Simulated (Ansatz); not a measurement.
`[SiH3][SiH2][SeH]` + `B[SeH]` → `B[Se][SiH2][SiH3]` + H₂Se at 500 K and 1 bar (ligand exchange at the Si–Se bond).

Computed with Ansatz on PBE0-D4/def2-TZVP structures; ΔE is electronic, products minus reactants. CBS: MP2 limit from def2 TZ/QZ plus the TZ coupled-cluster correction, frozen cores. For Se outer-core shells are correlated without core-valence functions, which leaves a few kJ/mol of doubt a bond. Scalar relativity is left out up to krypton. One conformer a species, not always the lowest.

```csv
species,CCSD(T)/CBS energy (Eh),H − E (kJ/mol),S (J/(mol·K))
`[SiH3][SiH2][SeH]`,-2982.48284,176.0,411.1
`B[SeH]`,-2427.30556,99.1,288.4
`B[Se][SiH2][SiH3]`,-3007.88916,221.6,454.1
H₂Se,-2401.89790,53.1,237.8
```

H − E and S are ideal-gas, rigid-rotor, harmonic terms from PBE0-D4/def2-TZVP, for one conformer and one mirror image of each species. 1 Eh = 2625.50 kJ/mol, R = 8.31446 J/(mol·K).

**Question.** By hand: ΔE, ΔH, ΔS and ΔG.

**Answer.** ΔE = (-3007.88916) + (-2401.89790) − (-2982.48284) − (-2427.30556) = 0.00134 Eh = 3.5 kJ/mol. Δ(H − E) = 221.6 + 53.1 − 176.0 − 99.1 = -0.4, so ΔH = 3.1 kJ/mol. ΔS = 454.1 + 237.8 − 411.1 − 288.4 = -7.6 J/(mol·K). ΔG = 3.1 − 500 × (-7.6)/1000 = 6.9 kJ/mol.

**Question.** By hand: the equilibrium constant, and the temperature at which ΔG would vanish if ΔH and ΔS stayed fixed.

**Answer.** log₁₀ K = −ΔG/(RT ln 10) = -0.7. ΔH and −TΔS have one sign here, so there is no such temperature. One of them is within its doubt of zero, so this could turn.

TΔS isn't small against ΔH here. A doubt of 5 kJ/mol in ΔE shifts log₁₀ K by 0.5 here. Other conformers and mirror images would add mixing entropy, several J/(mol·K) or more a flexible species. Modes under 60 cm⁻¹, often nearly free rotors, make the harmonic entropy too high. These are equilibria of isolated gas molecules and say nothing of rates. Largest T1 diagnostic: 0.014 (customary marks: 0.02 for closed shells, 0.045 for open ones).
